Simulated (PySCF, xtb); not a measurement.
Cl2FHNTa, SMILES [NH]=[Ta]([F])([Cl])[Cl], multiplicity 1.

Harmonic wavenumbers (cm⁻¹) from GFN2-xTB in xtb 6.7.1 at its own minimum, in rising order: 105, 111, 113, 124, 146, 319, 333, 349, 624, 631, 922, 3467.

What does B3LYP-D3(BJ)/def2-SVP (PySCF) give at its own minimum? (An estimate is asked for; the answer gives what the named calculation found.)

100, 139, 140, 206, 240, 391, 402, 554, 592, 688, 1014, 3649. Paired by order, the mean absolute difference is 79 cm⁻¹ and the zero-point energies are 10.4 and 11.6 kcal/mol.
